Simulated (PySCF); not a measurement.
C2F5O3S (charge -1).
Bonds: O1–S2 (double), S2–O3 (double), S2–O4, S2–C5, C5–F6, C5–F7, C5–C8, C8–F9, C8–F10, C8–F11.

The same species was optimised twice, with GFN2-xTB and with PBE0-D3(BJ)/def2-SVP (PySCF), and the same property calculations (PySCF, gas phase) were run on both structures.

```tsv
coordinate	GFN2-xTB	PBE0-D3(BJ)/def2-SVP	change
S2–C5 (Å)	1.903	1.871	-0.032
S2=O3 (Å)	1.443	1.471	+0.028
S2–O4 (Å)	1.441	1.468	+0.027
O1=S2 (Å)	1.442	1.468	+0.026
C5–C8 (Å)	1.513	1.537	+0.024
C8–F10 (Å)	1.363	1.347	-0.016
C5–F7 (Å)	1.356	1.349	-0.007
C5–F6 (Å)	1.356	1.350	-0.006
C8–F9 (Å)	1.330	1.325	-0.005
C8–F11 (Å)	1.330	1.326	-0.004
S2–C5–C8 (°)	111.1	115.6	+4.5
C5–C8–F10 (°)	113.3	109.6	-3.7
F6–C5–C8 (°)	109.2	106.2	-3.0
F7–C5–C8 (°)	109.3	106.9	-2.4
F9–C8–F10 (°)	105.2	107.2	+2.0
F10–C8–F11 (°)	105.1	107.0	+1.9
F6–C5–F7 (°)	106.5	107.7	+1.2
F9–C8–F11 (°)	107.9	108.8	+0.9
O1–S2–C5–F6 (°)	177	166	-11
S2–C5–C8–F9 (°)	60	50	-10
```

Rotational constants: A = 1589, B = 868.0, C = 805.7 MHz (GFN2-xTB) against A = 1603, B = 848.6, C = 797.6 MHz (PBE0-D3(BJ)/def2-SVP). Atoms that the bonding makes alike are paired by their places after alignment.

On the GFN2-xTB structure: HOMO (eV) -2.94 [PBE0/pcSseg-1]; LUMO (eV) 5.61 [PBE0/pcSseg-1]; GIAO shielding of O1/O3/O4 (mean) (ppm) 112.6 [PBE0/pcSseg-1]; GIAO shielding of S2 (ppm) 191.3 [PBE0/pcSseg-1]; GIAO shielding of C5 (ppm) 65.4 [PBE0/pcSseg-1]; GIAO shielding of F6/F7 (mean) (ppm) 323.0 [PBE0/pcSseg-1]; GIAO shielding of C8 (ppm) 56.7 [PBE0/pcSseg-1]; GIAO shielding of F9/F10/F11 (mean) (ppm) 260.2 [PBE0/pcSseg-1].

Task: What do these properties become on the PBE0-D3(BJ)/def2-SVP structure?

Result: 
```json
{"property": "HOMO (eV)", "level": "PBE0/pcSseg-1", "on GFN2-xTB": "-2.94", "on PBE0-D3(BJ)/def2-SVP": "-2.90", "change": "+0.04"}
{"property": "LUMO (eV)", "level": "PBE0/pcSseg-1", "on GFN2-xTB": "5.61", "on PBE0-D3(BJ)/def2-SVP": "5.82", "change": "+0.21"}
{"property": "energy, GFN2-xTB geometry as zero (kcal/mol)", "level": "PBE0/pcSseg-1", "on GFN2-xTB": "0.0", "on PBE0-D3(BJ)/def2-SVP": "-4.3", "change": "-4.3"}
{"property": "GIAO shielding of O1/O3/O4 (mean) (ppm)", "level": "PBE0/pcSseg-1", "on GFN2-xTB": "112.6", "on PBE0-D3(BJ)/def2-SVP": "97.6", "change": "-15.0"}
{"property": "GIAO shielding of S2 (ppm)", "level": "PBE0/pcSseg-1", "on GFN2-xTB": "191.3", "on PBE0-D3(BJ)/def2-SVP": "172.7", "change": "-18.6"}
{"property": "GIAO shielding of C5 (ppm)", "level": "PBE0/pcSseg-1", "on GFN2-xTB": "65.4", "on PBE0-D3(BJ)/def2-SVP": "67.1", "change": "+1.7"}
{"property": "GIAO shielding of F6/F7 (mean) (ppm)", "level": "PBE0/pcSseg-1", "on GFN2-xTB": "323.0", "on PBE0-D3(BJ)/def2-SVP": "318.6", "change": "-4.4"}
{"property": "GIAO shielding of C8 (ppm)", "level": "PBE0/pcSseg-1", "on GFN2-xTB": "56.7", "on PBE0-D3(BJ)/def2-SVP": "57.9", "change": "+1.2"}
{"property": "GIAO shielding of F9/F10/F11 (mean) (ppm)", "level": "PBE0/pcSseg-1", "on GFN2-xTB": "260.2", "on PBE0-D3(BJ)/def2-SVP": "270.2", "change": "+10.0"}
```

The heavy atoms differ by 0.183 Å rms after alignment. Among bonds between heavy atoms S2–C5 changes most (-0.032 Å). Changes are differences of the printed values. Neither structure is proved a minimum here. Geometry: PBE0-D3(BJ)/def2-SVP; no solvent, vibrations or thermal averaging.

Shape of the structure used: `[O:1]=[S:2](=[O:3])([O-:4])[C:5]([F:6])([F:7])[C:8]([F:9])([F:10])[F:11]`: O1–S2–C5–F6 166°, S2–C5–C8–F9 50°.
